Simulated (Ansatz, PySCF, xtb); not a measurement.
Two conformers of C2H5BO (SMILES C=CBO), B3LYP-D3(BJ)/def2-TZVP minima.
Conformer 1 (charge 0, multiplicity 1, Z-matrix in Å and degrees):
```
C
C 1 1.3358
H 2 1.0847 1 122.86
H 2 1.0852 3 116.13 1 180.00
H 1 1.0880 2 118.47 3 0.00
B 1 1.5443 5 119.90 2 -179.99
O 6 1.3610 1 118.96 5 0.03
H 7 0.9619 6 113.78 1 179.99
H 6 1.2001 7 120.06 8 0.00
```
Conformer 2 (charge 0, multiplicity 1):
```csv
atom,x (Å),y (Å),z (Å)
C,1.2984,0.2125,0.2914
C,0.4120,-0.2796,-0.5769
B,-1.1167,-0.3944,-0.2884
O,-1.7613,0.4209,0.5849
H,1.0012,0.5879,1.2672
H,2.3632,0.2440,0.0894
H,0.7967,-0.6764,-1.5135
H,-1.7948,-1.2210,-0.8199
H,-1.1987,1.1059,0.9657
```

No zero-point or thermal terms.

Rows in 3-21G carry no dispersion term and start afresh at each structure.

Run with Ansatz (Gaussian basis) for Hartree–Fock, density functionals and correlated methods; PySCF for 3-21G rows; xtb for the GFN methods. Each number belongs to the level named beside it.

Question: One of these levels gives 3.12 kcal/mol for the electronic energy of conformer 2 less that of conformer 1. Which one is it?
A. B3LYP/3-21G
B. GFN1-xTB
C. HF/cc-pVDZ

Answer: C, HF/cc-pVDZ. The others give 0.02 (GFN1-xTB), 2.62 (B3LYP/3-21G)

Ansatz is a first-principles code.
